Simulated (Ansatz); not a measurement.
Cost and result for the atomization energy of CH₈N₂Si₂ (`N=C[SiH2][SiH2]N`) (13 atoms, 12 bonds).

Z-matrix (Å, degrees):
```
Si
C 1 1.900
Si 1 2.343 2 108.5
H 1 1.492 2 107.4 3 -122.7
H 1 1.491 2 106.9 3 122.9
N 2 1.271 1 119.8 3 -10.1
H 2 1.101 1 119.0 3 170.4
N 3 1.717 1 106.0 2 42.6
H 3 1.489 1 110.7 2 161.3
H 3 1.498 1 107.8 2 -83.1
H 6 1.022 2 111.8 1 -179.4
H 8 1.007 3 120.7 1 173.7
H 8 1.012 3 115.2 1 -46.0
```

Charge 0, multiplicity 1. Geometry: relaxed with PBE0-D4/def2-TZVP. It is one conformer, not always the lowest. Program: Ansatz. All runs use 4 threads of an Arm Neoverse V1 on a shared host. Times are those of one run each, without the atoms' runs, and a repeat can differ threefold. Electronic energies, without spin–orbit coupling; frozen cores. CCSD(T)/CBS adds CCSD(T) − MP2 in def2-TZVPP to the MP2 limit, and its time is that of the two runs behind it. T1 = 0.013. B3LYP takes the VWN-RPA correlation (the form of Gaussian; ORCA's B3LYP/G).

CCSD(T)/CBS is a level of theory with its own doubt, some kJ/mol a heavy atom from the limit and from the frozen cores, so smaller differences don't rank the functionals.

```
                             level  functions  wall time
   PBE-D4/def2-TZVPP (with forces)        289      3.2 s
                PBE0-D4/def2-TZVPP        289      3.9 s
r2SCAN-D4/def2-TZVPP (with forces)        289      5.5 s
 B3LYP-D4/def2-TZVPP (with forces)        289      6.5 s
                 B2PLYP/def2-TZVPP        289      7.5 s
                ωB97X-V/def2-TZVPP        289       10 s
  ωB97M-V/def2-TZVPP (with forces)        289       15 s
                    MP2/def2-QZVPP        551       31 s
                CCSD(T)/def2-TZVPP        289    3.9 min
                 CCSD(T)/CBS(def2)          –    4.4 min
```

Problem. What atomization energy does each give, and how far from CCSD(T)/CBS? (An estimate is asked.)

Solution. Computed: 
| level | atomization (kJ/mol) | difference from CCSD(T)/CBS | per bond |
| --- | --- | --- | --- |
| PBE-D4/def2-TZVPP (with forces) | 4467.4 | 61.2 | 5.1 |
| PBE0-D4/def2-TZVPP | 4387.9 | -18.3 | -1.5 |
| r2SCAN-D4/def2-TZVPP (with forces) | 4385.2 | -21.0 | -1.8 |
| B3LYP-D4/def2-TZVPP (with forces) | 4426.5 | 20.3 | 1.7 |
| B2PLYP/def2-TZVPP | 4353.2 | -53.0 | -4.4 |
| ωB97X-V/def2-TZVPP | 4439.5 | 33.3 | 2.8 |
| ωB97M-V/def2-TZVPP (with forces) | 4421.0 | 14.8 | 1.2 |
| MP2/def2-QZVPP | 4370.5 | -35.7 | -3.0 |
| CCSD(T)/def2-TZVPP | 4269.1 | -137.1 | -11.4 |
| CCSD(T)/CBS(def2) | 4406.2 | 0.0 | 0.0 |

In def2-TZVPP, CCSD(T) changes the Hartree–Fock value by +1181.7 kJ/mol (the triples alone add +66.2 kJ/mol) and MP2 by +1201.2 kJ/mol; breaking electron pairs costs correlation energy, which Hartree–Fock lacks. The D4 term adds +48.4 kJ/mol with B3LYP and +25.8 kJ/mol with PBE0; it sums over pairs of atoms, weighted by their polarisabilities, and B3LYP, whose exchange is more repulsive, gets the larger term. From PBE to PBE0 (25 % exact exchange), in def2-TZVPP and without D4, the atomization energy moves by −75.2 kJ/mol: exact exchange takes away binding that semilocal exchange gives to molecules.
